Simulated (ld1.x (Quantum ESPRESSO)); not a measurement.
# Building the TM semilocal potential for Te (Z = 52) (PBE, scalar-relativistic).

Input for ld1.x (Quantum ESPRESSO) 7.5:

```
&input
   title='Te', zed=52., rel=1, dft='PBE', iswitch=3,
   config='[Kr] 4d10 5s2 5p4',
   nld=2, rlderiv=1.95, eminld=-3.0, emaxld=5.0, deld=0.02
 /
 &inputp
   pseudotype=1, tm=.true., lloc=0,
   nlcc=.true.,
   file_pseudopw='Te.pp', file_wfcaegen='ae.wfc', file_wfcncgen='nc.wfc'
 /
2
5P  2  1   4.00   0.00  1.70  1.70  0.0
5S  1  0   2.00   0.00  1.80  1.80  0.0
 &test
   configts(1)='5s2 5p4'
 /
```

Command:

```bash
ld1.x < Te.in > Te.out
```

Output (shortened: banner, matrices, multipoles, cross overlaps and the repeated all-electron block are left out):

```
Program LD1 v.7.5
     --------------------------- All-electron run ----------------------------

     Te
     scalar relativistic calculation

     atomic number is 52.00
     dft =PBE   lsd =0 sic =0 latt =0  beta=0.20 tr2=1.0E-14
     Exchange-correlation= PBE
                           (   1   4   3   4   0   0   0)
     mesh =1245 r(mesh) =  99.36066 a.u. xmin = -7.00 dx = 0.01250
     1 Ry =  13.60569312 eV, c = 137.03599908

     n l     nl                  e(Ry)          e(Ha)          e(eV)
     1 0     1S 1( 2.00)     -2324.7109     -1162.3555    -31629.3034
     2 0     2S 1( 2.00)      -356.4935      -178.2468     -4850.3414
     2 1     2P 1( 6.00)      -320.0125      -160.0062     -4353.9918
     3 0     3S 1( 2.00)       -70.9437       -35.4718      -965.2379
     3 1     3P 1( 6.00)       -59.0864       -29.5432      -803.9118
     4 0     4S 1( 2.00)       -12.0823        -6.0411      -164.3877
     4 1     4P 1( 6.00)        -8.4089        -4.2045      -114.4091
     3 2     3D 1(10.00)       -41.1631       -20.5816      -560.0531
     4 2     4D 1(10.00)        -3.0615        -1.5307       -41.6533
     5 0     5S 1( 2.00)        -1.1104        -0.5552       -15.1083
     5 1     5P 1( 4.00)        -0.4375        -0.2188        -5.9531

     final scf error:  2.9E-15 reached in  25 iterations

     Etot =  -13588.969734 Ry,   -6794.484867 Ha, -184887.352059 eV

     Ekin =   14238.138353 Ry,    7119.069177 Ha,  193719.741078 eV
     Encl =  -32872.472217 Ry,  -16436.236108 Ha, -447252.769178 eV
     Eh   =    5396.402958 Ry,    2698.201479 Ha,   73421.802621 eV
     Exc  =    -351.038829 Ry,    -175.519414 Ha,   -4776.126579 eV

     normalization and overlap integrals

     s(1S/1S) =  1.000000  <r> =   0.0278  <r2> =    0.0010  r(max) =   0.0178
     s(2S/2S) =  1.000000  <r> =   0.1198  <r2> =    0.0169  r(max) =   0.1014
     s(2P/2P) =  1.000000  <r> =   0.1048  <r2> =    0.0134  r(max) =   0.0810
     s(3S/3S) =  1.000000  <r> =   0.3221  <r2> =    0.1186  r(max) =   0.2934
     s(3P/3P) =  1.000000  <r> =   0.3202  <r2> =    0.1189  r(max) =   0.2861
     s(4S/4S) =  1.000000  <r> =   0.7646  <r2> =    0.6608  r(max) =   0.7038
     s(4P/4P) =  1.000000  <r> =   0.8211  <r2> =    0.7688  r(max) =   0.7399
     s(3D/3D) =  1.000000  <r> =   0.2968  <r2> =    0.1043  r(max) =   0.2372
     s(4D/4D) =  1.000000  <r> =   0.9718  <r2> =    1.1108  r(max) =   0.8076
     s(5S/5S) =  1.000000  <r> =   2.0856  <r2> =    4.9430  r(max) =   1.7972
     s(5P/5P) =  1.000000  <r> =   2.6718  <r2> =    8.2888  r(max) =   2.1679

     ------------------------ End of All-electron run ------------------------

     --------------------- Generating NC pseudopotential ---------------------

      Generating local pot.: lloc=0, matching radius rcloc =   1.8000

      Computing core charge for nlcc:

       r > 1.51 : true rho core
       r < 1.51 : rho core = a sin(br)/r    a=   5.98  b=   1.80

      Integrated core pseudo-charge :   6.43

      Wfc   5P  rcut= 1.688  Using Troullier-Martins method

     ------------------- End of pseudopotential generation -------------------

     Computing logarithmic derivative in   1.94941
     Computing logarithmic derivative in   1.94941
     Computing the partial wave expansion
       no projector for channel:   0
     R is outside the sphere for l=    1 j= 0.00

     ---------------------- Testing the pseudopotential ----------------------

     Te
     scalar relativistic calculation

     atomic number is 52.00   valence charge is  6.00
     dft =PBE   lsd =0 sic =0 latt =0  beta=0.20 tr2=1.0E-14
     mesh =1245 r(mesh) =  99.36066 xmin = -7.00 dx = 0.01250

     n l     nl             e AE (Ry)        e PS (Ry)    De AE-PS (Ry)
     1 0     5S   1( 2.00)       -1.11044       -1.11044        0.00001
     2 1     5P   1( 4.00)       -0.43754       -0.43754       -0.00001

     eps = 8.7E-15  iter = 27

     Etot =  -13588.969734 Ry,   -6794.484867 Ha, -184887.352059 eV
     Etotps =   -23.893875 Ry,     -11.946937 Ha,    -325.092727 eV

     Ekin =       4.757183 Ry,       2.378592 Ha,      64.724779 eV
     Encl =     -29.993862 Ry,     -14.996931 Ha,    -408.087277 eV
     Ehrt =      13.136087 Ry,       6.568043 Ha,     178.725567 eV
     Ecxc =     -11.793284 Ry,      -5.896642 Ha,    -160.455797 eV
     (Ecc =      -7.528241 Ry,      -3.764120 Ha,    -102.426936 eV)

     ---------------------- End of pseudopotential test ----------------------
```

Generation and configuration tests took about 1.9 s on one core of a shared server CPU.

Transferability test of the new file with ld1.x, input:

```
&input
   title='Te', zed=52., rel=1, dft='PBE', iswitch=2,
   config='[Kr] 4d10 5s2 5p4'
 /
 &test
   file_pseudo='Te.pp', nconf=8,
   configts(1)='5s2 5p4',
   configts(2)='5s2 5p3',
   configts(3)='5s2 5p2',
   configts(4)='5s2 5p1',
   configts(5)='5s0 5p6',
   configts(6)='5s2 5p0',
   configts(7)='5s1 5p4',
   configts(8)='5s2 5p4.3'
 /
```

```bash
ld1.x < Te.test.in > Te.test.out
```

Pseudopotential blocks of its output, shortened (energy terms left out):

```
     ---------------------- Testing the pseudopotential ----------------------

     n l     nl             e AE (Ry)        e PS (Ry)    De AE-PS (Ry)
     1 0     5S   1( 2.00)       -1.11044       -1.11044        0.00001
     2 1     5P   1( 4.00)       -0.43754       -0.43754       -0.00001

     eps = 1.7E-15  iter = 11

     Etot =  -13588.969734 Ry,   -6794.484867 Ha, -184887.352059 eV
     Etotps =   -23.893874 Ry,     -11.946937 Ha,    -325.092714 eV

     ---------------------- End of pseudopotential test ----------------------

          ---------------------- Testing the pseudopotential ----------------------

     n l     nl             e AE (Ry)        e PS (Ry)    De AE-PS (Ry)
     1 0     5S   1( 2.00)       -1.72300       -1.72327        0.00026
     2 1     5P   1( 3.00)       -1.00564       -1.00574        0.00009

     eps = 8.4E-15  iter = 13

     Etot =  -13588.254684 Ry,   -6794.127342 Ha, -184877.623306 eV
     Etotps =   -23.178661 Ry,     -11.589331 Ha,    -315.361753 eV
     dEtot_ae =       0.715050 Ry
     dEtot_ps =       0.715212 Ry,   Delta E=      -0.000162 Ry

     ---------------------- End of pseudopotential test ----------------------

          ---------------------- Testing the pseudopotential ----------------------

     n l     nl             e AE (Ry)        e PS (Ry)    De AE-PS (Ry)
     1 0     5S   1( 2.00)       -2.40445       -2.40668        0.00223
     2 1     5P   1( 2.00)       -1.63930       -1.64094        0.00164

     eps = 2.5E-15  iter = 10

     Etot =  -13586.937253 Ry,   -6793.468626 Ha, -184859.698745 eV
     Etotps =   -21.860213 Ry,     -10.930106 Ha,    -297.423344 eV
     dEtot_ae =       2.032481 Ry
     dEtot_ps =       2.033661 Ry,   Delta E=      -0.001180 Ry

     ---------------------- End of pseudopotential test ----------------------

          ---------------------- Testing the pseudopotential ----------------------

     n l     nl             e AE (Ry)        e PS (Ry)    De AE-PS (Ry)
     1 0     5S   1( 2.00)       -3.13782       -3.14574        0.00793  !
     2 1     5P   1( 1.00)       -2.32305       -2.32989        0.00685  !

     eps = 5.0E-16  iter =  7

     Etot =  -13584.960316 Ry,   -6792.480158 Ha, -184832.801151 eV
     Etotps =   -19.878937 Ry,      -9.939468 Ha,    -270.466715 eV
     dEtot_ae =       4.009418 Ry
     dEtot_ps =       4.014937 Ry,   Delta E=      -0.005519 Ry

     ---------------------- End of pseudopotential test ----------------------

          ---------------------- Testing the pseudopotential ----------------------

     n l     nl             e AE (Ry)        e PS (Ry)    De AE-PS (Ry)
     1 0     5S   1( 0.00)       -1.21726       -1.21842        0.00116
     2 1     5P   1( 6.00)       -0.51619       -0.51608       -0.00011

     eps = 5.3E-15  iter = 19

     Etot =  -13587.595200 Ry,   -6793.797600 Ha, -184868.650577 eV
     Etotps =   -22.517829 Ry,     -11.258914 Ha,    -306.370667 eV
     dEtot_ae =       1.374534 Ry
     dEtot_ps =       1.376045 Ry,   Delta E=      -0.001512 Ry

     ---------------------- End of pseudopotential test ----------------------

          ---------------------- Testing the pseudopotential ----------------------

     n l     nl             e AE (Ry)        e PS (Ry)    De AE-PS (Ry)
     1 0     5S   1( 2.00)       -3.91293       -3.93343        0.02051  !
     2 1     5P   1( 0.00)       -3.04765       -3.06695        0.01930  !

     eps = 9.2E-17  iter =  7

     Etot =  -13582.278844 Ry,   -6791.139422 Ha, -184796.317860 eV
     Etotps =   -17.184470 Ry,      -8.592235 Ha,    -233.806625 eV
     dEtot_ae =       6.690890 Ry
     dEtot_ps =       6.709404 Ry,   Delta E=      -0.018514 Ry

     ---------------------- End of pseudopotential test ----------------------

          ---------------------- Testing the pseudopotential ----------------------

     n l     nl             e AE (Ry)        e PS (Ry)    De AE-PS (Ry)
     1 0     5S   1( 1.00)       -1.78038       -1.78147        0.00109
     2 1     5P   1( 4.00)       -1.05093       -1.05124        0.00031

     eps = 7.2E-15  iter = 10

     Etot =  -13587.531278 Ry,   -6793.765639 Ha, -184867.780871 eV
     Etotps =   -22.454706 Ry,     -11.227353 Ha,    -305.511834 eV
     dEtot_ae =       1.438456 Ry
     dEtot_ps =       1.439168 Ry,   Delta E=      -0.000712 Ry

     ---------------------- End of pseudopotential test ----------------------

          ---------------------- Testing the pseudopotential ----------------------

     n l     nl             e AE (Ry)        e PS (Ry)    De AE-PS (Ry)
     1 0     5S   1( 2.00)       -0.94445       -0.94451        0.00006
     2 1     5P   1( 4.30)       -0.28375       -0.28379        0.00004

     eps = 8.5E-15  iter = 14

     Etot =  -13589.077671 Ry,   -6794.538835 Ha, -184888.820609 eV
     Etotps =   -24.001845 Ry,     -12.000923 Ha,    -326.561742 eV
     dEtot_ae =      -0.107936 Ry
     dEtot_ps =      -0.107972 Ry,   Delta E=       0.000035 Ry

     ---------------------- End of pseudopotential test ----------------------
```
